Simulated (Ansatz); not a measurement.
`[SiH3][SiH2]Br` + `C=[N][AlH2]` → `C=[N][AlH][SiH2]Br` + SiH₄ at 400 K and 1 bar (formal exchange of groups at the Si–Si bond).

Isolated molecules relaxed with PBE0-D4/def2-TZVP in Ansatz; ΔE leaves out vibrations. CCSD(T)/CBS adds triple-zeta CCSD(T) − MP2 to the extrapolated MP2 energy (def2 sets, frozen cores). This one scheme is used for every species. For Br outer-core shells are correlated without core-valence functions, which leaves a few kJ/mol of doubt a bond. Scalar relativity is left out up to krypton. Each species was taken in one conformer, which may not be the lowest.

| species | CCSD(T)/CBS energy (Eh) | H − E (kJ/mol) | S (J/(mol·K)) |
| --- | --- | --- | --- |
| `[SiH3][SiH2]Br` | -3154.51510 | 140.9 | 364.4 |
| `C=[N][AlH2]` | -337.15304 | 136.8 | 301.9 |
| `C=[N][AlH][SiH2]Br` | -3200.20880 | 183.8 | 438.6 |
| SiH₄ | -291.46306 | 96.9 | 218.6 |

H − E and S are ideal-gas, rigid-rotor, harmonic terms from PBE0-D4/def2-TZVP, for one conformer and one mirror image of each species. 1 Eh = 2625.50 kJ/mol, R = 8.31446 J/(mol·K).

Question: By hand: ΔE, ΔH, ΔS and ΔG.

Answer: ΔE = (-3200.20880) + (-291.46306) − (-3154.51510) − (-337.15304) = -0.00372 Eh = -9.8 kJ/mol. Δ(H − E) = 183.8 + 96.9 − 140.9 − 136.8 = 3.0, so ΔH = -6.8 kJ/mol. ΔS = 438.6 + 218.6 − 364.4 − 301.9 = -9.1 J/(mol·K). ΔG = -6.8 − 400 × (-9.1)/1000 = -3.2 kJ/mol.

Question: By hand: the equilibrium constant, and the temperature at which ΔG would vanish if ΔH and ΔS stayed fixed.

Answer: log₁₀ K = −ΔG/(RT ln 10) = 0.4. ΔG = 0 at ΔH/ΔS = 747 K, though so small a ΔH makes that figure unsure.

TΔS isn't small against ΔH here. The sign of ΔG lies within the doubt. A doubt of 5 kJ/mol in ΔE shifts log₁₀ K by 0.7 here. Other conformers and mirror images would add mixing entropy, several J/(mol·K) or more a flexible species. Modes under 60 cm⁻¹, often nearly free rotors, make the harmonic entropy too high. These are equilibria of isolated gas molecules and say nothing of rates. Largest T1 diagnostic: 0.015 (customary marks: 0.02 for closed shells, 0.045 for open ones).
